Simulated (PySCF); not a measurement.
C₅H₁₀OSi.
Cartesian coordinates in Å at the PBE0-D3(BJ)/def2-SVP level; atoms count from 1:
```xyz
17
C5H10OSi angstrom
C      3.926    0.766    0.085
C      2.644    0.085    0.009
C      1.581   -0.497   -0.060
C      0.275   -1.128   -0.116
Si    -1.053    0.131    0.323
O     -2.508   -0.680    0.259
C     -3.754   -0.086    0.486
H      3.799    1.838    0.307
H      4.477    0.685   -0.865
H      4.559    0.335    0.876
H      0.202   -1.973    0.591
H      0.061   -1.531   -1.120
H     -1.041    1.263   -0.657
H     -0.814    0.679    1.694
H     -3.964    0.728   -0.234
H     -3.837    0.333    1.506
H     -4.539   -0.849    0.370
```

Computed with PySCF at PBE0/pcSseg-1 and wB97X-D/def2-SVPD, non-relativistic, on one gas-phase PBE0-D3(BJ)/def2-SVP geometry that isn't relaxed in the solvent. The solvent is an IEF-PCM continuum (Bondi radii, 1.10 Å for H, scaled by 1.2). The model holds no explicit solvent molecules, cavitation or dispersion.

Gas phase at PBE0/pcSseg-1: HOMO -6.99 eV, LUMO 0.81 eV, dipole 0.83 D.

Task: What does the continuum do to the energy, the frontier levels and the dipole at PBE0/pcSseg-1 in tetrahydrofuran and water?

Result: 
| solvent | ε | E(solvent) − E(gas) (kcal/mol) | polarisation term (kcal/mol) | distortion of the solute (kcal/mol) | HOMO (eV) | LUMO (eV) | dipole (D) |
| --- | --- | --- | --- | --- | --- | --- | --- |
| tetrahydrofuran | 7.426 | -3.59 | -3.92 | 0.33 | -7.12 | 0.78 | 1.01 |
| water | 78.36 | -4.43 | -4.95 | 0.52 | -7.16 | 0.76 | 1.06 |

The polarisation term is half the interaction of the solute with the surface charges that it induces; the rest is the cost of distorting the solute's density. The sum is the electrostatic part of solvation alone. From tetrahydrofuran to water the lowering changes by a factor 1.24, Onsager's factor (ε − 1)/(2ε + 1) by 1.21 and ε itself by 10.6.

Task: Give the dipole vector in the frame of the coordinates (D, pointing from negative to positive charge), gas and water.

Result: Gas (-0.30, 0.75, 0.19), solvent (-0.37, 0.97, 0.24). Its length changes by +29 % and its direction by less than 1°.

Task: Which IAO charges (PBE0/pcSseg-1) respond most in tetrahydrofuran (means over atoms taken as equivalent)?

Result: 
```csv
atoms,environment,gas (e),solvent (e),change
C3,alkyne carbon,-0.076,-0.090,-0.014
O6,silyl ether oxygen,-0.635,-0.646,-0.011
C2,alkyne carbon,-0.070,-0.080,-0.010
H11/H12,methylene hydrogen,+0.175,+0.183,+0.008
H8/H9/H10,methyl hydrogen,+0.166,+0.173,+0.007
C1,propargylic carbon,-0.425,-0.433,-0.008
```

Task: Which Mayer bond orders change most in tetrahydrofuran?

Result: 
```csv
bond,length (Å),gas,solvent,change
C2–C3,1.213,2.567,2.552,-0.015
O6–C7,1.399,0.909,0.896,-0.013
C3–C4,1.452,1.149,1.161,+0.012
C4–H11,1.103,0.911,0.904,-0.007
C4–H12,1.103,0.910,0.903,-0.007
C1–H8,1.101,0.926,0.920,-0.006
C1–H9,1.102,0.929,0.924,-0.005
C1–C2,1.454,1.228,1.232,+0.004
```

Task: How do the nuclear quadrupole coupling constants eQVzz/h respond in tetrahydrofuran?

Result: 
```tsv
nucleus	Q (barn)	gas (MHz)	solvent (MHz)	η gas	η solvent
17O at O6	-0.0256	-10.57	-10.40	0.46	0.47
```

Gas phase at wB97X-D/def2-SVPD: HOMO -8.84 eV, LUMO 2.12 eV, dipole 0.66 D.

Task: What does the continuum do to the energy, the frontier levels and the dipole at wB97X-D/def2-SVPD in tetrahydrofuran?

Result: 
| solvent | ε | E(solvent) − E(gas) (kcal/mol) | polarisation term (kcal/mol) | distortion of the solute (kcal/mol) | HOMO (eV) | LUMO (eV) | dipole (D) |
| --- | --- | --- | --- | --- | --- | --- | --- |
| tetrahydrofuran | 7.426 | -3.39 | -3.76 | 0.37 | -8.95 | 2.10 | 0.85 |

The atom shares or the degeneracy of the LUMO differ from the gas phase in tetrahydrofuran, so that column needn't follow one orbital.

Task: How does the static polarisability (wB97X-D/def2-SVPD, frozen core, with the continuum's full static response) change?

Result: 
```csv
medium,isotropic (au),principal values (au),⟨r²⟩ of the electrons (bohr²)
gas,92.2,"71.9, 77.9, 126.6",1704.5
tetrahydrofuran,114.3,"93.7, 100.1, 149.1",1702.5
```

The isotropic value in tetrahydrofuran is 1.24 times the gas-phase one; no cavity-field correction is applied. ⟨r²⟩ is taken about the centre of nuclear charge.

Note: wB97X-D ran without an empirical dispersion term, which enters the total energy and its gradient alone.
